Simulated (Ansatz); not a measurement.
C₂H₅BO₂, SMILES `CB(O)C=O`, charge 0, multiplicity 1.

(1) Give a relaxed structure at PBE0-D4/def2-TZVP (Ansatz). (Best estimate.)

## Answers

(1) Computed: 
Z-matrix (Å, degrees):
```
C
B 1 1.555
H 1 1.097 2 110.1
H 1 1.096 2 110.7 3 -116.1
H 1 1.090 2 113.2 3 121.5
O 2 1.344 1 122.8 3 -118.6
C 2 1.621 1 124.0 3 61.1
H 6 0.971 2 109.1 1 179.7
O 7 1.213 2 118.8 1 -179.8
H 7 1.113 2 122.6 1 0.2
```
Point group Cs.
This is one stationary point; other conformers may exist.
